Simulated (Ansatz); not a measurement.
The first iterations of a band of Cl2H2O2Sn + H3P (11 atoms, charge 0, multiplicity 1).

The calculation used RKS BLYP/def2-SVP (Ansatz 0.2.0).

```json
{
  "movable images": "5",
  "climbing image": "yes",
  "spring": "5.0 eV/Å²",
  "optimiser": "quadratic models (default)",
  "start path": "through a guess of the saddle point",
  "force threshold": "0.03 eV/Å",
  "iteration limit": "60",
  "end points": "relaxed"
}
```

Initial state:

```xyz
11
Properties=species:S:1:pos:R:3
Sn -0.154 -0.459 -0.020
O -0.394 -0.289 1.960
H -1.239 0.173 2.146
O 1.819 -0.330 -0.325
H 2.061 -0.850 -1.121
Cl -1.371 1.268 -1.125
Cl -0.924 -2.565 -0.825
P 1.828 3.118 1.735
H 2.510 2.181 0.879
H 0.832 3.408 0.734
H 1.024 2.078 2.326
```

Final state:

```xyz
11
Properties=species:S:1:pos:R:3
Sn 0.096 0.760 0.027
O 0.580 -0.141 2.369
H 1.175 -0.789 1.916
O 1.543 -0.682 0.018
H 1.732 -0.951 -0.904
Cl -0.037 1.100 -2.376
Cl -2.041 -0.270 0.515
P 0.508 3.048 1.115
H 1.883 2.679 1.343
H 0.805 3.622 -0.173
H -0.253 -0.641 2.513
```

| iteration | highest image above the first end (eV) | largest band force component (eV/Å) |
| --- | --- | --- |
| 1 | 60.587 | 331.573 |
| 2 | 20.111 | 86.593 |
| 3 | 9.640 | 53.880 |
| 4 | 2.829 | 24.497 |
| 5 | 0.760 | 10.689 |
| 6 | 0.698 | 6.804 |
| 7 | 0.620 | 4.851 |
| 8 | 0.506 | 2.630 |
| 9 | 0.385 | 1.408 |
| 10 | 0.332 | 1.507 |
| 11 | 0.322 | 0.497 |
| 12 | 0.395 | 0.441 |
| 13 | 0.511 | 0.716 |
| 14 | 0.621 | 0.895 |
| 15 | 0.736 | 1.084 |
| 16 | 0.968 | 1.031 |
| 17 | 1.168 | 0.685 |
| 18 | 1.303 | 0.726 |
| 19 | 1.503 | 2.632 |
| 20 | 1.439 | 1.278 |

**Question.** Does the band converge within its limit, and where does its top end?

**Answer.** The run converged. It ended after 60 iterations with the highest image 0.948 eV above the first end. Neighbouring images differ by up to 1.2 eV, so the band resolves the path poorly. A vibrational analysis at the climbing image gives one clearly imaginary mode, 1161i cm⁻¹: a first-order saddle point. The orbitals stay closed-shell, which can raise the energy where a bond breaks towards radicals; this wasn't checked here.

Run time: 6.8 min on 4 threads of AMD EPYC 7B13 (Zen 3), with other jobs on the host, peak memory 0.23 GiB.
